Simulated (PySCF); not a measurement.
# Working out the ionisation energy of F+

F+ [He] 2s2 2p4 (3P) → F(2+) [He] 2s2 2p3 (4S). All numbers are calculated (PySCF 2.14, scalar relativity by spin-free X2C-1e, in x2c-TZVPPall with one added diffuse shell each of s, p, d type (6s4p3d1f, 40 functions)). Frozen: nothing. Energies in hartree (1 hartree = 27.21139 eV):

| part | F+ (lower) | F(2+) (upper) |
| --- | --- | --- |
| UHF | -98.924228 | -97.696831 |
| MP2 opposite-spin | -0.123737 | -0.085973 |
| MP2 same-spin | -0.036127 | -0.029533 |

What does Hartree-Fock give?

(-97.696831) − (-98.924228) = 1.227397 hartree = 33.399 eV.

What do MP2 and SCS-MP2 (6/5 opposite-spin, 1/3 same-spin) give?

The opposite-spin parts differ by 1.028 eV and the same-spin parts by 0.179 eV. MP2: 33.399 + (1.028) + (0.179) = 34.606 eV. SCS-MP2: 33.399 + 1.2 × (1.028) + (0.179)/3 = 34.692 eV.

Measured between the centres of the two terms (NIST): 34.950 eV, so MP2 (valence and next inner shell) is off by -0.344 eV.

What remains against the reference includes basis incompleteness and correlation beyond second order.
